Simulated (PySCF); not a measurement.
**Substituent effects on chemical shifts**

Parent skeleton `[O:1]=[C:2]1[CH2:3][CH2:4][CH2:5][CH2:6]1`; one hydrogen on atom 4 is replaced by X. Hydrogens on one atom are averaged.

- geometry: GFN2-xTB
- NMR shieldings at PBE0/pcSseg-1/GIAO
- program: PySCF
- equivalent nuclei averaged, gas phase, one conformer, no relativistic terms

Shifts are taken against calculated references (same method and geometry level): H2O for 17O (σref 336.08); TMS for 13C (σref 186.93) and 1H (σref 31.72).

Parent (X = H): O1 665.1, C2 222.6, C3 40.6, C4 26.6, C5 26.6, C6 40.6, H(C3) 2.11, H(C4) 1.90, H(C5) 1.90 ppm. Effects are Δδ = δ(X) − δ(H), positive for deshielding.

(1) Give Δδ (ppm) for X = OC2H5, 2-furyl, OCHF2, F.

(2) Which position responds most, and to which substituents?

## Answers

(1) 
```tsv
X	SMILES	O1	C2	C3	C4	C5	C6	H(C3)	H(C4)	H(C5)
OC2H5	CCO[C@@H]1CCC(=O)C1	+1.4	-0.5	+3.8	+54.5	+8.3	-2.2	+0.08	+2.16	+0.18
2-furyl	O=C1CC[C@@H](c2ccco2)C1	+4.1	+0.9	+6.9	+11.8	+5.2	-4.0	+0.33	+1.76	+0.15
OCHF2	O=C1CC[C@@H](OC(F)F)C1	+3.4	-3.1	+6.4	+55.2	+7.7	-2.4	+0.44	+2.56	+0.36
F	O=C1CC[C@@H](F)C1	+5.1	-2.3	+7.2	+68.5	+7.3	-2.6	+0.35	+3.61	+0.27
```

(2) C4: from +11.8 ppm with 2-furyl to +68.5 ppm with F.

Unscaled 17O shifts of doubly bonded oxygen tend to come out too high, by tens of ppm or more. Experimental scales use liquid or dissolved standards, which lie at an offset from isolated H2O (liquid H2O: subtract about 36 ppm).
